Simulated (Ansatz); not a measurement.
`[CH3][GeH2][F]` → `[CH2]` (triplet) + `[F][GeH3]` at 700 K and 1 bar (formal loss of a carbene).

Program: Ansatz. Geometries: PBE0-D4/def2-TZVP. ΔE: electronic, gas phase. CCSD(T)/CBS adds triple-zeta CCSD(T) − MP2 to the extrapolated MP2 energy (def2 sets, frozen cores). This one scheme is used for every species. Triplets are unrestricted, without spin–orbit coupling. For Ge outer-core shells are correlated without core-valence functions, which leaves a few kJ/mol of doubt a bond. Scalar relativity is left out up to krypton.

```csv
species,CCSD(T)/CBS energy (Eh),H − E (kJ/mol),S (J/(mol·K))
`[CH3][GeH2][F]`,-2217.00316,200.8,388.3
`[CH2]` (triplet),-39.09499,70.4,226.8
`[F][GeH3]`,-2177.72589,105.3,308.2
```

H − E and S are ideal-gas, rigid-rotor, harmonic terms from PBE0-D4/def2-TZVP, with the whole ground term of open shells counted as degenerate. 1 Eh = 2625.50 kJ/mol, R = 8.31446 J/(mol·K).

By hand: ΔE, ΔH, ΔS and ΔG.

ΔE = (-39.09499) + (-2177.72589) − (-2217.00316) = 0.18228 Eh = 478.6 kJ/mol. Δ(H − E) = 70.4 + 105.3 − 200.8 = -25.1, so ΔH = 453.5 kJ/mol. ΔS = 226.8 + 308.2 − 388.3 = 146.7 J/(mol·K). ΔG = 453.5 − 700 × (146.7)/1000 = 350.8 kJ/mol.

By hand: the equilibrium constant, and the temperature at which ΔG would vanish if ΔH and ΔS stayed fixed.

log₁₀ K = −ΔG/(RT ln 10) = -26.2. ΔG = 0 at ΔH/ΔS = 3091 K, far beyond where these terms or the molecules hold.

The number of gas molecules changes by +1, which sets the sign of ΔS. A doubt of 5 kJ/mol in ΔE shifts log₁₀ K by 0.4 here. A triplet takes part, so the spin changes. These are equilibria of isolated gas molecules and say nothing of rates. Largest T1 diagnostic: 0.012 (customary marks: 0.02 for closed shells, 0.045 for open ones).
